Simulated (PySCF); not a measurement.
ScCl₃, SMILES [Cl][Sc]([Cl])[Cl]. Atoms are numbered in the order given.

```xyz
4

Sc     0.0000     0.0000     0.0000
Cl     2.2706     0.0000     0.0000
Cl    -1.1353    -1.9664     0.0000
Cl    -1.1353     1.9664     0.0000
```

Geometry optimised at B3LYP-D3(BJ)/def2-SVP. The isomer is the one that the SMILES or the coordinates give; other isomers of the formula were not compared.

The numbers are results of PySCF with B3LYP/pcSseg-1, not measurements.

GIAO shieldings, no solvent; atoms alike by connectivity are averaged. δ = σ(ref) − σ: ³⁵Cl against HCl (σ = 933.3 ppm), references at their B3LYP-D3(BJ)/def2-TZVP geometries, non-relativistic (without spin–orbit terms, shifts of atoms bonded to Cl or Br come out too high).

```json
[
 {"nucleus": "³⁵Cl", "atoms": "Cl2, Cl3, Cl4", "count": "3", "δ (ppm)": "668.8"}
]
```
